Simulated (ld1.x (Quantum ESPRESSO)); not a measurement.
# Pseudopotential generation for Zr (Z = 40): TM, PBE, scalar-relativistic.

ld1.x (Quantum ESPRESSO) 7.5 was run on this input:

```
&input
   title='Zr', zed=40., rel=1, dft='PBE', iswitch=3,
   config='[Kr] 4d2 5s2 5p0',
   nld=3, rlderiv=3.05, eminld=-4.0, emaxld=5.0, deld=0.02
 /
 &inputp
   pseudotype=2, tm=.true., lloc=-1, rcloc=2.05,
   nlcc=.true., rcore=1.30,
   file_pseudopw='Zr.UPF', file_wfcaegen='ae.wfc', file_wfcncgen='nc.wfc', file_beta='beta', file_chi='chi'
 /
3
5S  1  0   2.00   0.00  2.80  2.80  0.0
4P  2  1   6.00   0.00  2.25  2.25  0.0
4D  3  2   2.00   0.00  2.50  2.50  0.0
 &test
   configts(1)='4p6 4d2 5s2 5p0'
 /
```

Command:

```bash
ld1.x < Zr.in > Zr.out
```

Output (shortened: banner, matrices, multipoles, cross overlaps and the repeated all-electron block are left out):

```
Program LD1 v.7.5
     --------------------------- All-electron run ----------------------------

     Zr
     scalar relativistic calculation

     atomic number is 40.00
     dft =PBE   lsd =0 sic =0 latt =0  beta=0.20 tr2=1.0E-14
     Exchange-correlation= PBE
                           (   1   4   3   4   0   0   0)
     mesh =1225 r(mesh) = 100.59681 a.u. xmin = -7.00 dx = 0.01250
     1 Ry =  13.60569312 eV, c = 137.03599908

     n l     nl                  e(Ry)          e(Ha)          e(eV)
     1 0     1S 1( 2.00)     -1310.1237      -655.0619    -17825.1411
     2 0     2S 1( 2.00)      -181.5303       -90.7651     -2469.8452
     2 1     2P 1( 6.00)      -161.8775       -80.9388     -2202.4559
     3 0     3S 1( 2.00)       -29.7501       -14.8750      -404.7707
     3 1     3P 1( 6.00)       -23.3474       -11.6737      -317.6579
     4 0     4S 1( 2.00)        -4.0060        -2.0030       -54.5045
     4 1     4P 1( 6.00)        -2.3859        -1.1929       -32.4614
     3 2     3D 1(10.00)       -12.8408        -6.4204      -174.7080
     4 2     4D 1( 2.00)        -0.2645        -0.1323        -3.5989
     5 0     5S 1( 2.00)        -0.3263        -0.1631        -4.4392
     5 1     5P 1( 0.00)        -0.1080        -0.0540        -1.4693

     final scf error:  3.8E-15 reached in  25 iterations

     Etot =   -7197.066779 Ry,   -3598.533389 Ha,  -97921.081979 eV

     Ekin =    7400.180090 Ry,    3700.090045 Ha,  100684.579354 eV
     Encl =  -17329.433663 Ry,   -8664.716831 Ha, -235778.956414 eV
     Eh   =    2959.970718 Ry,    1479.985359 Ha,   40272.453242 eV
     Exc  =    -227.783923 Ry,    -113.891962 Ha,   -3099.158161 eV

     normalization and overlap integrals

     s(1S/1S) =  1.000000  <r> =   0.0371  <r2> =    0.0019  r(max) =   0.0241
     s(2S/2S) =  1.000000  <r> =   0.1626  <r2> =    0.0312  r(max) =   0.1368
     s(2P/2P) =  1.000000  <r> =   0.1417  <r2> =    0.0245  r(max) =   0.1093
     s(3S/3S) =  1.000000  <r> =   0.4585  <r2> =    0.2410  r(max) =   0.4060
     s(3P/3P) =  1.000000  <r> =   0.4621  <r2> =    0.2489  r(max) =   0.4010
     s(4S/4S) =  1.000000  <r> =   1.2129  <r2> =    1.6687  r(max) =   1.0764
     s(4P/4P) =  1.000000  <r> =   1.3687  <r2> =    2.1516  r(max) =   1.1748
     s(3D/3D) =  1.000000  <r> =   0.4525  <r2> =    0.2477  r(max) =   0.3495
     s(4D/4D) =  1.000000  <r> =   2.2977  <r2> =    6.6283  r(max) =   1.5859
     s(5S/5S) =  1.000000  <r> =   3.7281  <r2> =   15.8828  r(max) =   3.1538
     s(5P/5P) =  1.000000  <r> =   5.1644  <r2> =   31.0604  r(max) =   4.1521

     ------------------------ End of All-electron run ------------------------

     --------------------- Generating NC pseudopotential ---------------------

      Generating local potential from pseudized AE potential:
      Matching radius rcloc =   2.0500

      Local pseudo, rcloc= 2.036 Estimated cut-off energy=     6.02 Ry

      Computing core charge for nlcc:

       r > 1.31 : true rho core
       r < 1.31 : rho core = a sin(br)/r    a=   2.66  b=   1.93

      Integrated core pseudo-charge :   2.65

      Wfc   5S  rcut= 2.818  Using Troullier-Martins method

      Wfc   4P  rcut= 2.250  Using Troullier-Martins method

      Wfc   4D  rcut= 2.487  Using Troullier-Martins method

     ------------------- End of pseudopotential generation -------------------

     Computing logarithmic derivative in   3.05687
     Computing logarithmic derivative in   3.05687
     Computing the partial wave expansion
     R is outside the sphere for l=    0 j= 0.00
     R is outside the sphere for l=    1 j= 0.00
     R is outside the sphere for l=    2 j= 0.00

     ---------------------- Testing the pseudopotential ----------------------

     Zr
     scalar relativistic calculation

     atomic number is 40.00   valence charge is 10.00
     dft =PBE   lsd =0 sic =0 latt =0  beta=0.20 tr2=1.0E-14
     mesh =1225 r(mesh) = 100.59681 xmin = -7.00 dx = 0.01250

     n l     nl             e AE (Ry)        e PS (Ry)    De AE-PS (Ry)
     2 1     4P   1( 6.00)       -2.38587       -2.38587        0.00000
     3 2     4D   1( 2.00)       -0.26451       -0.26452        0.00000
     1 0     5S   1( 2.00)       -0.32628       -0.32628        0.00000
     3 1     5P   1( 0.00)       -0.10799       -0.11574        0.00775  !

     eps = 2.8E-15  iter =  4

     Etot =   -7197.066779 Ry,   -3598.533389 Ha,  -97921.081979 eV
     Etotps =   -63.659336 Ry,     -31.829668 Ha,    -866.129393 eV

     Ekin =      23.933380 Ry,      11.966690 Ha,     325.630220 eV
     Encl =    -121.722963 Ry,     -60.861482 Ha,   -1656.125286 eV
     Ehrt =      47.486763 Ry,      23.743382 Ha,     646.090329 eV
     Ecxc =     -12.375671 Ry,      -6.187835 Ha,    -168.379576 eV
     (Ecc =      -2.434403 Ry,      -1.217201 Ha,     -33.121735 eV)
     Epseu=      -0.980845 Ry,      -0.490423 Ha,     -13.345081 eV

     ---------------------- End of pseudopotential test ----------------------
```

Note: ghost state, extra bound levels that the all-electron valence spectrum of the same l lacks: s at -42.5 eV. A true bound ghost makes a file unfit for plane-wave use.

Generation and configuration tests took about 1.9 s on one core of a shared server CPU.

Transferability test of the new file with ld1.x, input:

```
&input
   title='Zr', zed=40., rel=1, dft='PBE', iswitch=2,
   config='[Kr] 4d2 5s2 5p0'
 /
 &test
   file_pseudo='Zr.UPF', nconf=8,
   configts(1)='4p6 4d2 5s2 5p0',
   configts(2)='4p6 4d2 5s1 5p0',
   configts(3)='4p6 4d2 5s0 5p0',
   configts(4)='4p6 4d1 5s0 5p0',
   configts(5)='4p6 4d2.5 5s1.5 5p0',
   configts(6)='4p6 4d2 5s1.5 5p0',
   configts(7)='4p5 4d2 5s2 5p0',
   configts(8)='4p6 4d1 5s2 5p1'
 /
```

```bash
ld1.x < Zr.test.in > Zr.test.out
```

Pseudopotential blocks of its output, shortened (energy terms left out; the distinct warnings before each block abridged to one line each):

```
     ---------------------- Testing the pseudopotential ----------------------

     n l     nl             e AE (Ry)        e PS (Ry)    De AE-PS (Ry)
     2 1     4P   1( 6.00)       -2.38587       -2.38587        0.00000
     3 2     4D   1( 2.00)       -0.26451       -0.26452        0.00000
     1 0     5S   1( 2.00)       -0.32628       -0.32628        0.00000
     3 1     5P   1( 0.00)       -0.10799       -0.11574        0.00775  !

     eps = 2.3E-15  iter =  6

     Etot =   -7197.066779 Ry,   -3598.533389 Ha,  -97921.081979 eV
     Etotps =   -63.659336 Ry,     -31.829668 Ha,    -866.129385 eV

     ---------------------- End of pseudopotential test ----------------------

          ---------------------- Testing the pseudopotential ----------------------

     n l     nl             e AE (Ry)        e PS (Ry)    De AE-PS (Ry)
     2 1     4P   1( 6.00)       -2.87681       -2.87158       -0.00523  !
     3 2     4D   1( 2.00)       -0.73368       -0.73179       -0.00189
     1 0     5S   1( 1.00)       -0.73090       -0.73150        0.00060
     3 1     5P   1( 0.00)       -0.46021       -0.47398        0.01377  !

     eps = 8.6E-15  iter =  8

     Etot =   -7196.542213 Ry,   -3598.271106 Ha,  -97913.944892 eV
     Etotps =   -63.134453 Ry,     -31.567226 Ha,    -858.987988 eV
     dEtot_ae =       0.524566 Ry
     dEtot_ps =       0.524883 Ry,   Delta E=      -0.000317 Ry

     ---------------------- End of pseudopotential test ----------------------

          ---------------------- Testing the pseudopotential ----------------------

     n l     nl             e AE (Ry)        e PS (Ry)    De AE-PS (Ry)
     2 1     4P   1( 6.00)       -3.44852       -3.43624       -0.01228  !
     3 2     4D   1( 2.00)       -1.27152       -1.26730       -0.00421
     1 0     5S   1( 0.00)       -1.17881       -1.18127        0.00246
     3 1     5P   1( 0.00)       -0.85757       -0.87982        0.02225  !

     eps = 1.1E-15  iter =  7

     Etot =   -7195.591120 Ry,   -3597.795560 Ha,  -97901.004620 eV
     Etotps =   -62.181866 Ry,     -31.090933 Ha,    -846.027386 eV
     dEtot_ae =       1.475659 Ry
     dEtot_ps =       1.477470 Ry,   Delta E=      -0.001811 Ry

     ---------------------- End of pseudopotential test ----------------------

          Warning: n=1, l=0 expected 0 nodes, found 1
     ---------------------- Testing the pseudopotential ----------------------

     n l     nl             e AE (Ry)        e PS (Ry)    De AE-PS (Ry)
     2 1     4P   1( 6.00)       -4.34899       -4.33502       -0.01396  !
     3 2     4D   1( 1.00)       -2.07285       -2.06605       -0.00680  !
     1 0     5S   1( 0.00)       -1.78561       -1.78561        0.00000
     3 1     5P   1( 0.00)       -1.39421       -1.43577        0.04156  !

     eps = 2.1E-15  iter =  7

     Etot =   -7193.928092 Ry,   -3596.964046 Ha,  -97878.377969 eV
     Etotps =   -60.524249 Ry,     -30.262124 Ha,    -823.474355 eV
     dEtot_ae =       3.138687 Ry
     dEtot_ps =       3.135087 Ry,   Delta E=       0.003600 Ry

     ---------------------- End of pseudopotential test ----------------------

          ---------------------- Testing the pseudopotential ----------------------

     n l     nl             e AE (Ry)        e PS (Ry)    De AE-PS (Ry)
     2 1     4P   1( 6.00)       -2.30875       -2.30523       -0.00353
     3 2     4D   1( 2.50)       -0.21388       -0.21291       -0.00097
     1 0     5S   1( 1.50)       -0.30267       -0.30361        0.00094
     3 1     5P   1( 0.00)       -0.09608       -0.10244        0.00636  !

     eps = 7.5E-15  iter = 10

     Etot =   -7197.029014 Ry,   -3598.514507 Ha,  -97920.568163 eV
     Etotps =   -63.620984 Ry,     -31.810492 Ha,    -865.607580 eV
     dEtot_ae =       0.037765 Ry
     dEtot_ps =       0.038352 Ry,   Delta E=      -0.000587 Ry

     ---------------------- End of pseudopotential test ----------------------

          ---------------------- Testing the pseudopotential ----------------------

     n l     nl             e AE (Ry)        e PS (Ry)    De AE-PS (Ry)
     2 1     4P   1( 6.00)       -2.62019       -2.61787       -0.00232
     3 2     4D   1( 2.00)       -0.48960       -0.48875       -0.00084
     1 0     5S   1( 1.50)       -0.52268       -0.52290        0.00021
     3 1     5P   1( 0.00)       -0.27730       -0.28793        0.01063  !

     eps = 1.1E-16  iter =  9

     Etot =   -7196.855127 Ry,   -3598.427563 Ha,  -97918.202303 eV
     Etotps =   -63.447602 Ry,     -31.723801 Ha,    -863.248606 eV
     dEtot_ae =       0.211652 Ry
     dEtot_ps =       0.211733 Ry,   Delta E=      -0.000081 Ry

     ---------------------- End of pseudopotential test ----------------------

          ---------------------- Testing the pseudopotential ----------------------

     n l     nl             e AE (Ry)        e PS (Ry)    De AE-PS (Ry)
     2 1     4P   1( 5.00)       -3.22951       -3.25037        0.02085  !
     3 2     4D   1( 2.00)       -0.97324       -0.97820        0.00496
     1 0     5S   1( 2.00)       -0.83676       -0.82972       -0.00704  !
     3 1     5P   1( 0.00)       -0.52961       -0.55617        0.02656  !

     eps = 9.2E-15  iter = 11

     Etot =   -7194.274280 Ry,   -3597.137140 Ha,  -97883.088095 eV
     Etotps =   -60.855655 Ry,     -30.427827 Ha,    -827.983363 eV
     dEtot_ae =       2.792499 Ry
     dEtot_ps =       2.803681 Ry,   Delta E=      -0.011182 Ry

     ---------------------- End of pseudopotential test ----------------------

          ---------------------- Testing the pseudopotential ----------------------

     n l     nl             e AE (Ry)        e PS (Ry)    De AE-PS (Ry)
     2 1     4P   1( 6.00)       -2.65953       -2.64701       -0.01252  !
     3 2     4D   1( 1.00)       -0.46545       -0.45524       -0.01021  !
     1 0     5S   1( 2.00)       -0.43155       -0.42291       -0.00865  !
     3 1     5P   1( 1.00)       -0.17665       -0.18436        0.00772  !

     eps = 1.9E-15  iter = 12

     Etot =   -7196.846042 Ry,   -3598.423021 Ha,  -97918.078696 eV
     Etotps =   -63.451043 Ry,     -31.725521 Ha,    -863.295416 eV
     dEtot_ae =       0.220737 Ry
     dEtot_ps =       0.208293 Ry,   Delta E=       0.012444 Ry

     ---------------------- End of pseudopotential test ----------------------
```
